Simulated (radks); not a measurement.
Q: All-electron atom: Sc IV in [He] 2s2 2p5 3s2 3p6 4s1 (not the ground configuration). All-electron calculation, non-relativistic Kohn-Sham, PBEsol, spin-unpolarised, spherical densities, point nucleus. Program: a radial shooting solver on a logarithmic mesh with Libxc functionals. Some entries of the table are withheld. Estimate them.

| orbital | occ. | eigenvalue (hartree) | r(max) (bohr) |
|---|---|---|---|
| 1s | 2 | -164.0042 | 0.04839 |
| 2s | 2 | (1) | (2) |
| 2p | 5 | -17.11130 | 0.2298 |
| 3s | 2 | -3.61851 | (3) |
| 3p | 6 | -2.82301 | (4) |
| 4s | 1 | -1.04559 | 2.377 |

A: 
(1) 2s eigenvalue (hartree): -19.96447
(2) 2s r(max) (bohr): 0.2832
(3) 3s r(max) (bohr): 0.8895
(4) 3p r(max) (bohr): 0.9039
